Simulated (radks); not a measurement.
Values are calculated unless marked as measured or tabulated.
Q: All-electron atom: the gadolinium ion Gd6+ in [Kr] 4d10 4f6 5s2 5p4 (the NIST ground configuration). Level of theory: Dirac Kohn-Sham, LDA (Slater exchange, Perdew-Wang correlation), spin-unpolarised, spherical densities, finite nucleus; open shells fill j = l - 1/2 first; Fermi nuclear charge, rms radius 5.1569 fm (a radial shooting solver on a logarithmic mesh with Libxc functionals).

Spin-orbit splittings of the eigenvalues, e(l+1/2) - e(l-1/2), with zeta = 2 splitting/(2l+1) and mean radii in bohr:

shell  occ.  splitting (eV)  zeta (eV)  <r> j=l-1/2  <r> j=l+1/2
2p        6           695.0      463.3      0.07749      0.08432
3p        6           142.5      95.00       0.2338       0.2469
3d       10           31.08      12.43       0.2188       0.2229
4p        6               ?          ?       0.5635       0.5929
4d       10           5.840      2.336       0.6261       0.6362
4f        6          0.8520     0.2434       0.7740       0.7810
5p        4           5.624      3.749        1.363        1.429

Estimate the 4p splitting.

A: 32.07 eV (zeta = 21.38 eV).
